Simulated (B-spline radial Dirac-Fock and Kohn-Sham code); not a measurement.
## Energy-loss ionisation edge M4 (3d3/2) of Tc

System: atomic technetium, [Kr] 4d5 5s2. These are calculated numbers from a radial finite-basis atomic code; the model is the first Born approximation with generalised oscillator strengths from a Dirac-Hartree-Slater potential (longitudinal and transverse terms; continuum final states only, so no white lines or fine structure). The edge is taken at 257.6 eV (tabulated value).

Partial cross sections σ(β, Δ) in barn, integrated over a window Δ above the edge and up to the collection semi-angle β, for parallel illumination:

| E₀ (kV) | β (mrad) | Δ = 25 eV | Δ = 50 eV | Δ = 100 eV | Δ = 200 eV | Δ = 300 eV |
| --- | --- | --- | --- | --- | --- | --- |
| 60 | 5 | 579 | 2580 | 6450 | 10700 | 12600 |
| 60 | 10 | 1000 | 4530 | 11600 | 20200 | 24100 |
| 80 | 5 | 586 | 2640 | 6680 | 11300 | 13300 |
| 80 | 10 | 937 | 4240 | 11000 | 19300 | 23200 |
| 80 | 20 | ? | ? | ? | ? | ? |
| 100 | 10 | 883 | 4010 | 10400 | 18400 | 22300 |
| 120 | 5 | 575 | 2610 | 6700 | 11600 | 13800 |
| 120 | 20 | 1100 | 4870 | 12800 | 23300 | 28800 |
| 120 | 50 | 1340 | 5620 | 14800 | 27500 | 34700 |
| 120 | 100 | 1380 | 5710 | 15000 | 28000 | 35500 |
| 200 | 5 | 549 | 2510 | 6520 | 11500 | 13900 |
| 200 | 100 | 1050 | 4370 | 11500 | 21400 | 27200 |
| 300 | 10 | 685 | 3090 | 8160 | 14800 | 18300 |
| 300 | 100 | 882 | 3700 | 9750 | 18200 | 23100 |

Q: Give the row for 80 kV and 20 mrad.

A: 1290 b for 25 eV, 5770 b for 50 eV, 15100 b for 100 eV, 27200 b for 200 eV, 33400 b for 300 eV.
